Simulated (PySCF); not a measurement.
# Computed vibrations of [HgOCl]−

[HgOCl]− (singlet). PySCF 2.14.0, RKS PBE0, Hg def2-SVP with ECP60, O def2-SVP, Cl def2-SVP; non-relativistic Hamiltonian with scalar-relativistic core potentials where named; density fitting; no spin-orbit coupling. Central differences of gradients.

```xyz
3

Hg    0.2146    0.0000   -0.0192
O     2.0936    0.0000   -0.1873
Cl   -2.1969    0.0000    0.1965
```

Run from Python with OMP_NUM_THREADS=2. Where DIIS fails, smearing, a level shift and second-order steps follow.
It took 6.6 s on 2 threads of Arm Neoverse V2 (shared host).

What are the harmonic wavenumbers and infrared intensities?

Modes are labelled in C∞v; negative numbers are unstable modes, those under 60 cm⁻¹ near the noise; a finer grid moves soft modes by up to 10 cm⁻¹.
```tsv
cm⁻¹	km/mol	symmetry
124	17.0	π
124	17.0	π
285	39.4	σ+
705	57.5	σ+
```

Is this a minimum?

Yes. Ideal gas at 298.15 K and 1 bar: S = 285.9 J/(mol K), Cp = 55.8 J/(mol K), H − H(0 K) = 13.7 kJ/mol (rigid rotor, harmonic modes, spin degeneracy alone).
